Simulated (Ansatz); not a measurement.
C$_{11}$H$_{14}$OTi (`C[O][TiH]12345678([C@H]9[C@@H]1[C@@H]2[C@@H]3[C@H]94)[C@H]1[C@@H]5[C@@H]6[C@@H]7[C@H]18`) at its PBE0-D4/def2-TZVP geometry, where that method's forces vanish. The species carries charge 0 and has multiplicity 1.

```csv
atom,x (Å),y (Å),z (Å)
C1,0.014,-2.637,1.504
O2,-0.425,-1.402,1.074
Ti3,-0.209,-0.021,-0.101
C4,2.011,0.742,-0.322
C5,1.393,0.902,-1.585
C6,1.063,-0.373,-2.076
C7,1.503,-1.326,-1.129
C8,2.095,-0.639,-0.058
C9,-1.214,2.104,-0.585
C10,-2.251,1.162,-0.418
C11,-2.222,0.724,0.923
C12,-1.162,1.376,1.575
C13,-0.533,2.227,0.643
H14,0.133,-2.644,2.595
H15,0.978,-2.925,1.059
H16,-0.716,-3.413,1.243
H17,-1.143,-0.685,-1.317
H18,2.388,1.531,0.309
H19,1.199,1.841,-2.078
H20,0.583,-0.591,-3.016
H21,1.354,-2.393,-1.198
H22,2.490,-1.084,0.843
H23,-0.978,2.624,-1.500
H24,-2.961,0.859,-1.170
H25,-2.848,-0.044,1.349
H26,-0.853,1.216,2.597
H27,0.311,2.869,0.840
```

**Question.** For each bond, give half the difference of the two atoms' forces along it (eV/Å; positive pushes the atoms apart) under PBE-D4, r2SCAN-D4, B3LYP-D4, ωB97M-V in def2-TZVPP. (Best estimate.)

**Answer.** Computed: 
```tsv
bond	length (Å)	PBE-D4	r2SCAN-D4	B3LYP-D4	ωB97M-V
C1–O2	1.379	0.19	0.18	0.21	0.36
O2–Ti3	1.827	0.08	0.05	-0.01	0.00
Ti3–C5	2.370	0.01	0.04	0.14	-0.01
Ti3–C8	2.386	0.04	0.05	0.16	0.11
Ti3–C11	2.379	0.15	0.10	0.09	0.02
Ti3–C12	2.381	0.07	0.07	0.15	0.09
C4–C5	1.414	0.18	0.14	0.15	0.09
C5–H19	1.078	-0.04	-0.12	-0.17	-0.10
C7–C8	1.403	0.20	0.15	0.15	0.07
C8–H22	1.080	-0.04	-0.11	-0.17	-0.11
C9–C10	1.411	0.18	0.13	0.14	0.08
C10–H24	1.078	-0.04	-0.12	-0.17	-0.11
C11–H25	1.078	-0.03	-0.11	-0.16	-0.11
C12–H26	1.080	-0.04	-0.11	-0.16	-0.11
```

B3LYP here is the variant with VWN-RPA as its local correlation; programs differ in this.
